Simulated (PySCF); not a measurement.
# NMR data sheet: C7H9NSi

```
Formula                               : C7H9NSi
SMILES                                : C=C1[SiH2][C@H]1n1cccc1
Point group of the computed structure : C1
Degrees of unsaturation               : 5
Carbon signals                        : 5
Proton signals                        : 7
```

Bonds (- single, = double, # triple, : aromatic): C1=C2, C2-Si3, Si3-C4, C4-N5, N5:C6, C6:C7, C7:C8, C8:C9, C4-C2, C9:N5. C1 carries H10, H11; Si3 carries H12, H13; C4 carries H14; C6 carries H15; C7 carries H16; C8 carries H17; C9 carries H18. Stereochemistry as in C=C1[SiH2][C@H]1n1cccc1. H13 is cis to N5 on the ring; H11 is cis to Si3; H12 is trans to N5 on the ring; H10 is trans to Si3.

Computational details: σ from GIAO-PBE0/pcSseg-1, structure optimised with GFN2-xTB, in PySCF 2.14 (non-relativistic Hamiltonian, averaged over atoms made equivalent by symmetry, fast rotation or ring inversion, a single conformation, no solvent model).

Scale: ¹H (σ = 31.72 ppm) and ¹³C (σ = 186.93 ppm) and ²⁹Si (σ = 349.16 ppm) against TMS; ¹⁵N (σ = 267.73 ppm) against NH3 (reference shieldings calculated alike).

| carbon | δC, type | δH (multiplicity) | HMBC from (2–3 bonds) | span of the C tensor (ppm) |
| --- | --- | --- | --- | --- |
| C1 | 141.2, CH2 | H10 7.13 (m); H11 7.01 (m) | H14, H12, H13 | 237 |
| C2 | 145.1, C | – | H10, H11, H14, H12, H13 | 242 |
| C4 | 36.1, CH | 4.07 (m) | H10, H11, H15/H18, H12, H13 | 90 |
| C6/C9 | 121.1, CH | 6.53 (m) | H15/H18, H16/H17, H14 | 145 |
| C7/C8 | 114.2, CH | 6.32 (m) | H15/H18, H16/H17 | 171 |

Other nuclei:
```tsv
atoms	nucleus	environment	δ (ppm)	σ (ppm)
H12	¹H	hydrogen on a silicon bonded to 2 C, in a 3-membered ring	3.63	28.09
H13	¹H	hydrogen on a silicon bonded to 2 C, in a 3-membered ring	3.43	28.28
Si3	²⁹Si	silicon bonded to 2 C, 2 H, in a 3-membered ring	-135.9	485.1
N5	¹⁵N	pyrrole-type ring nitrogen	188.3	79.4
```

- Carbon types of the structure: 1 × C, 5 × CH, 1 × CH2, leaving 2 H on heteroatoms.
- δC 145.1: fully substituted alkene carbon; an sp2 carbon of a C=C bond.
- δC 141.2: terminal =CH2 carbon; the olefinic region.
- δC 121.1: aromatic CH next to a ring nitrogen.
- δC 114.2: aromatic CH.
- δC 36.1: three-membered-ring carbon; deshielded by the electronegative neighbour.

Shifts are as computed. Against solution values, carbons near 30 ppm lie about +3 ppm off and those near 130 ppm about +5 ppm. Of 1309 compounds with measured shifts, 239 miss one by over three times the rms of a fit or turn the order of signals round; such compounds aren't used in these exercises. Experimental scales use liquid or dissolved standards, which lie at an offset from isolated NH3 (liquid NH3: subtract about 20 ppm). Unscaled 15N shifts of sp2 nitrogen come out 20 to 40 ppm too high even then. No couplings were computed; multiplicities are counted from neighbouring protons, with m where these are inequivalent, close in shift, in a saturated or five-membered ring or joined by F or P, and br s for small geminal =CH2 splittings.
